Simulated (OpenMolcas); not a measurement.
Computed levels of 4d³ in ions with 39 electrons, in cm-1 above ⁴F_3/2.

- Program: OpenMolcas
- Method: SS-RASPT2, IPEA 0.25 Eh, imaginary shift 0.1 Eh
- Basis: ANO-RCC-VQZP
- Scalar Hamiltonian: DKH2, point nucleus
- Spin-orbit coupling: RASSI with atomic mean-field integrals over the reference wave functions, term energies averaged over their components

Active space for each ion: 9 electrons in 8 orbitals (RAS1 4p, at most 2 holes; RAS2 4d); closed shells correlated by CASPT2: 4s.

```tsv
Level	Nb2+	Tc4+	Ru5+	Rh6+	Pd7+
⁴F_5/2	548	1077	1434	1857	2380
⁴F_7/2	1247	2410	3160	4050	5110
⁴F_9/2	2050	3880	5040	6350	7900
⁴P_3/2	8600	12200	13660	15050	16420
⁴P_1/2	8770	12260	13790	15310	16870
²G_7/2	9420	13930	16010	18040	20210
⁴P_5/2	9960	13970	16010	18120	20390
²G_9/2	9990	14780	16980	19110	21370
²P_1/2	10320	17480	20370	23150	26040
```

Q: Estimate ⁴F_9/2, ⁴P_3/2, ⁴P_1/2 for Mo3+ from its neighbours Nb2+ and Tc4+.

A: ⁴F_9/2 is fine structure, which grows about as the fourth power of a screened charge, so the fourth roots are averaged: ((2050^0.25 + 3880^0.25) / 2)^4 = 2856. The calculation gives 2920, so the estimate is off by -2.2 %; the measured value is 2865 (Sugar and Musgrove, J. Phys. Chem. Ref. Data 17, 155 (1988)).
⁴P_3/2 is another term, which grows about linearly with the charge: (8600 + 12200) / 2 = 10400. The calculation gives 10630, so the estimate is off by -2.2 %; the measured value is 10331 (Sugar and Musgrove, J. Phys. Chem. Ref. Data 17, 155 (1988)).
⁴P_1/2 is another term, which grows about linearly with the charge: (8770 + 12260) / 2 = 10515. The calculation gives 10700, so the estimate is off by -1.7 %; the measured value is 10338 (Sugar and Musgrove, J. Phys. Chem. Ref. Data 17, 155 (1988)).

Mixed levels, with the weight of the term that names them: Nb2+ ⁴P_3/2 (59 %), Nb2+ ⁴P_1/2 (69 %), Nb2+ ²P_1/2 (69 %), Ru5+ ²G_9/2 (71 %), Rh6+ ²G_9/2 (65 %), Pd7+ ⁴P_3/2 (74 %), Pd7+ ²G_9/2 (59 %).

CASPT2 breaks the degeneracy within a term, and the mean is taken; among the terms shown or strongly mixed into the levels shown the widest spread is 300 cm-1 (4d³ ⁴F, Tc4+). Active for correlation alone: 4p; no level in the range computed is led by a configuration that opens it, so any true level of that kind is missing. The CASPT2 spread within a term exceeds the gap to the next term for 4d³ ⁴P and 4d³ ²G, so the order of their levels is uncertain (holds for Nb2+). Measured partners are found by configuration, term and J. A level has none where our copy of the source lacks it or the pairing is in doubt (some pairs that miss far off the trend of their configuration count as doubtful), and it then counts in no deviation. Only configurations of the active space appear.
